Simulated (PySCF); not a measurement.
# Diatomic cations of Cd with the second period

CCSD(T) with double-zeta basis sets in PySCF, for the lowest determinant that a PBE0 search found; no spin–orbit coupling. De refers to high-spin ground-configuration atoms (the charge goes to the atom of lower measured ionisation energy or higher electron affinity, which is not always the lowest computed limit).

```csv
M,basis,"reference, frozen orbitals",charged atom,state (unpaired electrons),Re (Å),ωe (cm⁻¹),De (eV)
Li,def2-SVPD,"RHF, 0",Li+,singlet (closed shell),2.829,238,0.60
Be,def2-SVPD,"ROHF, 0",Cd+,doublet (σ ↑),2.560,332,1.28
B,cc-pVDZ-PP/cc-pVDZ,"RHF, 1",B+,singlet (closed shell),2.538,292,1.48
C,cc-pVDZ-PP/cc-pVDZ,"ROHF, 1",Cd+,doublet (π ↑),2.326,336,1.15
F,cc-pVDZ-PP/cc-pVDZ,"RHF, 1",Cd+,singlet (closed shell),1.912,616,2.00
```

The shortest bond is that of CdF⁺ (1.912 Å), the longest that of LiCd⁺ (2.829 Å). CdF⁺ is bound most strongly (2.00 eV) and LiCd⁺ least (0.60 eV).

The rows differ in basis set, which adds steps of its own.

The state changes along the series, so neighbouring rows are not always alike in their bonding.

Correlated steps freeze the inner cores (0 to 1 orbitals); shallow outer-core shells are correlated. Correlated levels converge slowly with the basis: in double zeta they bind strong bonds too weakly, by up to about 1 eV, and carry superposition errors of some tenths. For an ion De counts to the pair picked by the measured ionisation energies or electron affinities, which need not be the lowest pair at this level. Where the molecule has an RHF reference, its open-shell atoms are computed with UHF. The CCSD T1 diagnostic is raised in CdF⁺, a sign that a single reference may not be enough there. States were picked by a PBE0 search and need not be the measured ground states.
